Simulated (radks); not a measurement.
Q: These are the eigenvalues of the occupied orbitals of an atom or ion with whole-number occupations (hartree). Calculated with a radial shooting solver on a logarithmic mesh with Libxc functionals: Dirac Kohn-Sham, PBE, spin-unpolarised, spherical densities, finite nucleus; Fermi nuclear charge, rms radius of each element as measured or else 0.836 A^(1/3) + 0.57 fm.

orbital  eigenvalue
1s1/2     -3140.685
2s1/2     -559.6472
2p1/2     -537.4523
2p3/2     -461.5488
3s1/2     -134.3911
3p1/2     -124.3354
3p3/2     -107.4614
3d3/2     -90.79550
3d5/2     -87.19152
4s1/2     -30.83057
4p1/2     -26.48917
4p3/2     -22.38677
4d3/2     -15.28427
4d5/2     -14.51873
5s1/2      -5.87550
4f5/2      -5.35160
4f7/2      -5.18257
5p1/2      -4.41810
5p3/2      -3.67513
5d3/2      -1.67901
5d5/2      -1.59422

Which element is it, and in what charge state? The configuration may be excited. Open shells, if any, fill j = l - 1/2 first.

A: Z = 81, thallium, charge +3: Tl3+ in [Xe] 4f14 5d10. The list shows which subshells hold electrons but not how many an open one holds; the 1s level, -3140.7 hartree, gives Z - s = 79.3 by -(Z - s)^2/2, which with screening and relativity narrows Z to a few neighbours, and the depths of the outer levels then fix element, charge and occupations together.
